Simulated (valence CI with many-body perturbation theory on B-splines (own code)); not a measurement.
**E1 transitions of Ti16+**

Method: relativistic CI+MBPT: four valence electrons over a frozen Dirac-Fock core [He], a basis of 11 s, 11 p, 10 d, 8 f, 5 g, 2 h functions for each j, with the one-electron correlation potential Σ1, the two-electron term Σ2, the three-electron term Σ3, Breit, model QED; selected CI, second order for the rest, scaled by the run's own slope (own B-spline code, finite nucleus).

No measured spectrum was set against this ion. As an estimate, levels of excited configurations hold to 0.05 to 0.15 % of their energy, terms of the ground configuration to about 0.5 %. Among the levels kept, up to 850 cm⁻¹ of a level comes from second order outside the variational space, and about a tenth of that is noise between levels of different J, which matters for small intervals.

Lines 101 to 150 of 569 in falling wavelength, among levels below 802.70 eV, chosen from the strongest by gf and those to the six lowest levels. Wavelengths and rates use the calculated energies, so an error of 400 cm⁻¹ moves a line at 55.52 nm by 0.22 % and its rate by three times that or more. Electric multipoles are in the length gauge with retardation, E1 and E2 with the static RPA response of the core. Weak lines are less certain than strong ones. Lines between different terms over intervals too small for the method are left out, as are lines whose strength nearly cancels. Where a level lies close to another of its J and parity, the split of strength between their lines is uncertain. The highest levels of a list are the least certain.

Names give the largest LS component (configuration and term), which can be under half, so a name can repeat, a term be missing and a line seem to break the LS rules; names also repeat where a configuration has a term twice. Letters in brackets count levels of one name in rising energy.

```
λ vac (nm)              Upper              Lower   A (s⁻¹)  log gf  Branch %
     55.52   2s2p²3d ³F_4 [a]  2s2p²3p ³D°_3 [a]  1.43e+09   -0.23       0.0
     55.15  2s2p²3p ³D°_1 [b]       2s2p²3s ³D_1  7.74e+08   -0.97       0.1
     55.11   2s2p²3d ³F_2 [a]  2s2p²3p ³D°_1 [a]  1.08e+09   -0.61       0.0
     55.01   2s2p²3d ³F_3 [a]  2s2p²3p ³D°_2 [a]  1.36e+09   -0.36       0.0
     54.96      2s²2p3d ³P°_2       2s²2p3p ³P_2  5.44e+08   -0.91       0.0
     54.93      2s²2p3d ³F°_2       2s²2p3p ³D_1  1.12e+09   -0.60       0.1
     54.91       2s²2p3p ³P_2      2s²2p3s ³P°_2  1.44e+09   -0.49       1.0
     54.73   2s2p²3d ³P_2 [c]  2s2p²3p ³P°_2 [d]  6.75e+08   -0.82       0.0
     54.41      2s²2p3d ¹F°_3       2s²2p3p ¹D_2  1.46e+09   -0.34       0.0
     54.29  2s2p²3p ³D°_2 [b]       2s2p²3s ³D_3  5.91e+08   -0.88       0.1
     53.97  2s2p²3p ³P°_1 [e]   2s2p²3s ³P_1 [b]  1.17e+09   -0.82       0.1
     53.46  2s2p²3p ³D°_2 [b]       2s2p²3s ³D_2  9.20e+08   -0.71       0.2
     53.34   2s2p²3d ¹F_3 [a]  2s2p²3p ¹D°_2 [a]  4.99e+08   -0.83       0.0
     53.31      2s²2p3d ³P°_2       2s²2p3p ³S_1  5.71e+08   -0.92       0.0
     53.15       2s2p²3d ¹G_4      2s2p²3p ¹F°_3  1.44e+09   -0.26       0.1
     53.15   2s2p²3d ³P_2 [a]      2s2p²3p ⁵P°_1  4.38e+08   -1.03       0.0
     53.06   2s2p²3d ¹D_2 [b]  2s2p²3p ¹P°_1 [b]  4.52e+08   -1.02       0.0
     52.78      2s²2p3d ³P°_1       2s²2p3p ³S_1  1.10e+09   -0.86       0.0
     52.46   2s2p²3d ³D_1 [c]  2s2p²3p ³P°_0 [c]  7.53e+08   -1.03       0.0
     52.42  2s2p²3p ³D°_3 [b]       2s2p²3s ³D_3  1.50e+09   -0.36       0.3
     52.01      2s²2p3d ³D°_3       2s²2p3p ³D_3  4.90e+08   -0.86       0.0
     50.75      2s2p²3p ⁵P°_2       2s2p²3s ⁵P_1  6.01e+08   -0.94       0.4
     50.60   2s2p²3d ³D_2 [a]  2s2p²3p ³P°_2 [a]  7.84e+08   -0.82       0.0
     50.51  2s2p²3p ¹D°_2 [b]       2s2p²3s ¹P_1  2.23e+09   -0.37       0.6
     50.35   2s2p²3d ³D_1 [a]  2s2p²3p ³P°_1 [a]  1.02e+09   -0.93       0.0
     50.32   2s2p²3d ¹D_2 [a]  2s2p²3p ¹P°_1 [a]  5.57e+08   -0.98       0.0
     49.39   2s2p²3d ³D_3 [a]  2s2p²3p ³P°_2 [a]  1.53e+09   -0.41       0.0
     49.33   2s2p²3d ³D_2 [a]  2s2p²3p ³P°_1 [a]  9.64e+08   -0.75       0.0
     48.40       2s²2p3p ¹D_2      2s²2p3s ¹P°_1  2.48e+09   -0.36       4.1
     48.30   2s2p²3d ¹P_1 [a]  2s2p²3p ¹P°_1 [a]  9.12e+08   -1.02       0.0
     47.11      2s2p²3p ⁵S°_2       2s2p²3s ⁵P_3  2.05e+09   -0.47       2.3
     46.39  2s2p²3p ³P°_1 [b]       2s2p²3s ³D_2  1.77e+09   -0.77       0.5
     46.34  2s2p²3p ³P°_0 [b]       2s2p²3s ³D_1  2.84e+09   -1.04       1.5
     46.03   2s2p²3d ³P_2 [a]      2s2p²3p ³S°_1  7.22e+08   -0.94       0.0
     45.98  2s2p²3p ³P°_2 [b]       2s2p²3s ³D_3  1.98e+09   -0.50       0.4
     45.89  2s2p²3p ³P°_1 [b]       2s2p²3s ³D_1  1.08e+09   -0.99       0.3
     45.70   2s2p²3d ³D_3 [a]  2s2p²3p ³D°_3 [a]  6.58e+08   -0.84       0.0
     45.38  2s2p²3p ³P°_2 [b]       2s2p²3s ³D_2  9.70e+08   -0.82       0.2
     42.74  2s2p²3p ¹P°_1 [c]       2s2p²3s ¹P_1  3.62e+09   -0.53       0.6
     42.14      2s2p²3p ⁵S°_2       2s2p²3s ⁵P_2  1.01e+09   -0.87       1.1
     38.54       2s²2p3p ¹S_0      2s²2p3s ¹P°_1  5.32e+09   -0.93       3.2
     38.46         2p³3p ³P_2  2s2p²3p ³P°_1 [d]  9.08e+08   -1.00       0.0
     31.73         2p³3p ¹F_3  2s2p²3p ¹D°_2 [b]  2.56e+09   -0.57       0.2
     30.73  2s2p²3p ³D°_3 [b]   2s2p²3s ³P_2 [a]  1.17e+09   -0.94       0.2
     29.28         2p³3p ³D_3  2s2p²3p ³P°_2 [d]  1.68e+09   -0.82       0.1
     29.27  2s2p²3p ³D°_3 [a]       2s²2p3p ³P_2  1.15e+09   -0.99       0.0
     26.82         2p³3p ³F_4  2s2p²3p ³D°_3 [c]  2.51e+09   -0.61       0.2
     26.56        2p³3s ³D°_3   2s2p²3s ³P_2 [b]  4.73e+09   -0.46       0.6
     26.20        2p³3s ³D°_2   2s2p²3s ³P_1 [b]  2.36e+09   -0.92       0.3
     25.65        2p³3s ¹D°_2       2s2p²3s ¹P_1  2.12e+09   -0.98       0.1
```
